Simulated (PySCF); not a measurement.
## SMILES C1(=O)C=C(F)C[C@H]1F, C$_{5}$H$_{4}$F$_{2}$O

Geometry (Å), atoms numbered from 1 in this order:
```xyz
12

O    -1.472    1.898    0.786
C    -0.694    1.085    0.362
C     0.753    1.222    0.146
C     1.240    0.008   -0.158
F     2.498   -0.273   -0.411
C     0.240   -1.098   -0.189
C    -1.082   -0.340   -0.088
F    -1.964   -0.916    0.774
H     1.319    2.145    0.260
H     0.348   -1.722   -1.089
H     0.358   -1.754    0.690
H    -1.565   -0.255   -1.078
```

Method used: TDDFT CAM-B3LYP/def2-SVPD excited states, vertical, gas phase (PySCF). Geometry: PBE0-D3(BJ)/def2-SVP.

Problem. Give the one- and two-photon strengths of the lowest singlets.

Solution. δ for parallel linear polarisation; σ at the peak of a Lorentzian of half width 0.1 eV, single beam; Ω is circular over linear.
```tsv
state	E (eV)	f	photon λ (nm)	δ (au)	σ (GM)	Ω	main
S1	4.10	0.000	605	<0.1	0.00	–	HOMO→LUMO 0.92
S2	6.18	0.304	401	75.2	1.05	0.53	HOMO−1→LUMO 0.94
S3	6.83	0.004	363	4.34	0.07	1.47	HOMO→LUMO+1 0.39, HOMO→LUMO+2 0.36
S4	7.53	0.012	329	6.22	0.13	1.49	HOMO−2→LUMO 0.78
S5	7.58	0.015	327	13.7	0.29	0.91	HOMO→LUMO+1 0.34, HOMO→LUMO+3 0.20
```

Among these, the strongest one-photon state is S2, the strongest two-photon state S2, with a dipole change of 1.8 D (relaxed, norm of the difference vector).
